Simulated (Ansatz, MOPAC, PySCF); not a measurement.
Ligands exchanged one at a time, Ge F-SH. Isolated molecules, 0 K electronic values unless said otherwise. One relaxed conformer stands for each flexible species; it need not be the lowest. Strings in code marks are SMILES.

Quantity: redistribution energy (mixed species minus the weighted end members), in eV. Semi-empirical values (MOPAC) are differences of heats of formation.

Level 1: frozen-core CCSD(T)/cc-pVTZ // PBE-D3(BJ)/def2-TZVP (Ansatz, an electronic-structure program)
Level 2: PBE-D3(BJ)/def2-TZVP (PySCF)
Level 3: AM1 // PBE-D3(BJ)/def2-TZVP (MOPAC)
Level 4: PM6 // PBE-D3(BJ)/def2-TZVP (MOPAC)

```csv
species,level 1,level 2,level 3,level 4
3 of 4 F replaced by SH: `[F][Ge]([SH])([SH])[SH]`,0.001,-0.049,0.362,-0.066
"2 of 4 F replaced by SH: `[SH][Ge]([F])([F])[SH]` (S–Ge–S–H torsion -148°, S–Ge–S–H torsion -148°)",-0.025,-0.100,0.315,-0.126
1 of 4 F replaced by SH: `[F][Ge]([SH])([F])[F]`,-0.040,-0.095,0.185,-0.096
```
